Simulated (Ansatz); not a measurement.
Stepwise reaction of `[NH2][In]([Br])[Br]` with hydrogen, as a gas-phase model of exchange steps in deposition or etching. ΔE in kJ/mol; ΔG adds harmonic PBE0-D4 terms to CCSD(T)/CBS, at 1 bar.

Gas-phase electronic energies from Ansatz, PBE0-D4/def2-TZVP geometries. CBS: MP2 limit from def2 TZ/QZ plus the TZ coupled-cluster correction, frozen cores. This one scheme is used for every species. DFT in def2-TZVPP. B3LYP here is the variant with VWN-RPA as its local correlation; programs differ in this. Elements past krypton have def2 core potentials. For Br, In outer-core shells are correlated without core-valence functions, which leaves a few kJ/mol of doubt a bond. Scalar relativity is left out up to krypton. Each species was taken in one conformer, which may not be the lowest.

| step | reaction | PBE-D4 | B3LYP-D4 | ωB97M-V | CCSD(T)/CBS | ΔG(400 K) |
| --- | --- | --- | --- | --- | --- | --- |
| 2 | `[NH2][InH][Br]` + H₂ → `[NH2][InH2]` + HBr | 119.8 | 122.6 | 120.8 | 128.7 | 121.5 |

Task: Give the row of step 1, `[NH2][In]([Br])[Br]` + H₂ → `[NH2][InH][Br]` + HBr. (Best estimate.)

Result: Computed: 
| step | reaction | PBE-D4 | B3LYP-D4 | ωB97M-V | CCSD(T)/CBS | ΔG(400 K) |
| --- | --- | --- | --- | --- | --- | --- |
| 1 | `[NH2][In]([Br])[Br]` + H₂ → `[NH2][InH][Br]` + HBr | 103.9 | 106.4 | 102.5 | 111.4 | 102.5 |

Task: By hand: ΔE of the 2 steps together at CCSD(T)/CBS.

Result: (111.4) + (128.7) = 240.1 kJ/mol, or 120.0 kJ/mol a step.

In ΔE each step is higher than the one before. All are uphill at CCSD(T)/CBS. ΔG lies between 102.5 and 121.5 kJ/mol a step. PBE-D4 differs from CCSD(T)/CBS by -8.9 to -7.5 kJ/mol a step. Isolated molecules leave out the surface, adducts and barriers. Largest T1 diagnostic: 0.016.
